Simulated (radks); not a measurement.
Values are calculated unless marked as measured or tabulated.
Effect of the nuclear size on neutral rubidium, [Kr] 5s1. Level of theory: Dirac Kohn-Sham, exchange-only LDA, spin-unpolarised, spherical densities, finite nucleus; Fermi nuclear charge, rms radius 4.2036 fm (a radial shooting solver on a logarithmic mesh with Libxc functionals). The rms radius is varied about that value; shifts are against it.

| rms radius (fm) | total energy shift (eV) | density at nucleus (e/bohr^3) | 1s1/2 shift (meV) | 2s1/2 shift (meV) | 3p1/2 shift (meV) | 4s1/2 shift (meV) |
|---|---|---|---|---|---|---|
| 3.4764 | -0.228 | 5.556e+04 | -96.6 | -9.86 | 0.160 | -0.186 |
| 4.0313 | -0.0575 | 5.487e+04 | -24.4 | -2.49 | 0.040 | -0.047 |
| 4.2036 | 0 | 5.468e+04 | 0.000 | 0.000 | 0.000 | 0.000 |
| 4.5819 | 0.134 | 5.429e+04 | 56.9 | 5.81 | -0.094 | 0.109 |
| 5.1074 | 0.338 | 5.379e+04 | 143 | 14.6 | -0.237 | 0.276 |

Slopes of the eigenvalues against <r^2> in GHz/fm^2, as finite differences over the two radii next to the reference (eigenvalue slopes, not the field-shift constants of lines): 1s1/2 4140, 2s1/2 423, 3p1/2 -6.84, 4s1/2 7.97.
